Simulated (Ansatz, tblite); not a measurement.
Adding an electron: the cluster Sr₅S₄⁺ (the lowest doublet isomer of a short search). Total charge 1; doublet. Geometry: PBE-D4/def2-SVP. Ansatz, gas phase; energy differences of separate SCF runs; the reduced species is a singlet (the triplet lies 0.18 eV higher at PBE0-D4/def2-TZVP).

```xyz
9

Sr   -1.1970   -0.7593    3.1167
Sr    0.9423   -0.8551   -3.1781
Sr   -3.2315   -0.2771   -1.0952
Sr    2.9775   -1.3371    1.0327
Sr    0.2242    1.4256    0.0546
S    -2.4112    0.7937    1.2562
S     1.2812    0.1639    2.5218
S    -1.1387    0.7385   -2.4871
S     2.5532    0.1069   -1.2216
```

In the def2 sets Sr takes a core potential; there is no spin–orbit coupling. The xTB rows come from tblite. The structure comes from a short search, and lower isomers may exist.

| level | −HOMO (eV) | −LUMO (eV) | vertical EA (eV) | HOMO–LUMO gap (eV) | remarks |
| --- | --- | --- | --- | --- | --- |
| GFN1-xTB | – | – | 8.72 | – | – |
| PBE-D4/def2-TZVP | 5.45 | 5.08 | 3.80 | 0.36 | restricted singlet, untested (singlet) |
| PBE0-D4/def2-TZVP | 5.74 | 4.49 | 3.61 | 1.25 | restricted singlet, untested (singlet) |

Run but left out: PBE-QIDH/def2-TZVP (neutral singlet: restricted singlet, unstable towards broken spin symmetry).  HOMO and LUMO are the levels of the spin that leaves or enters (xTB has no such levels and no spin-polarisation term). Other spin states of the ions may lie lower, which would lower the ionisation energy or raise the affinity. Raw xTB energy differences between charge states are shifted by several eV; the methods need an empirical correction for them.
